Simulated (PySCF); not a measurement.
**Calculated properties of `CC#C[P-]N(C)C`**

C₅H₉NP (charge -1).
Z-matrix (Å and degrees, GFN2-xTB geometry), rows numbered from 1:
```
C 
C   1  1.4565
C   2  1.2141  1  173.69
P   3  1.7374  2  171.50  1   153.35
N   4  1.7910  3   95.80  2   134.33
C   5  1.4353  4  114.87  3   138.14
C   5  1.4388  4  115.28  3   -89.86
H   1  1.0954  2  110.74  3   112.69
H   1  1.0949  2  110.15  3  -127.90
H   1  1.0979  2  111.85  3    -7.75
H   6  1.1059  5  113.68  4    78.44
H   6  1.0888  5  108.71  4   -42.37
H   6  1.1010  5  109.40  4  -161.40
H   7  1.1007  5  109.45  4   163.05
H   7  1.1056  5  113.61  4   -76.55
H   7  1.0886  5  108.38  4    44.23
```

Structural features include: alkyne.

From GFN2-xTB geometry:

* Point group of the GFN2-xTB geometry: C1
* Rotational constants A, B, C of the GFN2-xTB geometry: 4.490, 1.017, 0.941 GHz

**PBE0/pcSseg-1 ground state and GIAO shieldings, non-relativistic (PySCF)**

* HOMO energy: 0.86 eV
* LUMO energy: 5.11 eV
* HOMO–LUMO gap: 4.25 eV
* Lowest Hirshfeld atomic charge: -0.28 e on P4
* Highest Hirshfeld atomic charge: +0.03 e on H8/H9
* 13C chemical shifts (computed TMS as zero) by class: 120.7 (C2), 113.3 (C3), 55.1 (C6/C7), 10.9 (C1) ppm
* 1H chemical shifts (computed TMS as zero) by class: 2.66 (H8/H9/H10), 2.53 (H11/H12/H13/H14/H15/H16) ppm
* Isotropic shieldings of nuclei other than C and H, by class: 250 (N5), 217 (P4) ppm
* Mayer bond orders between heavy atoms: C1–C2 1.17, C2–C3 2.52, C3–P4 1.12, P4–N5 0.85, N5–C6 1.01, N5–C7 0.99

Monoisotopic mass of the ion (most abundant isotopes, electron mass counted): 114.0478 u.

The rotational constants make it an asymmetric top with κ = (2B − A − C)/(A − C) = -0.96, nearer the prolate limit (−1). With B = h/(8π²I), that is 505.379 GHz u Å² over I, the principal moments of inertia are 112.6, 496.9 and 536.9 u Å² (most abundant isotopes).

One conformer (not necessarily the lowest) at the GFN2-xTB geometry, without solvent or vibrations. GFN2-xTB frequencies show an imaginary mode (21i cm⁻¹), so this geometry is no minimum at that level. NMR classes are plain means over equivalent atoms (diastereotopic ones count apart unless rotation or inversion swaps them), as if these changed places fast; in this geometry the members of some classes differ. The HOMO energy is positive, so at this level the finite basis confines the outermost electrons. No diffuse functions stand in pcSseg-1, which bears on an anion's orbital energies.
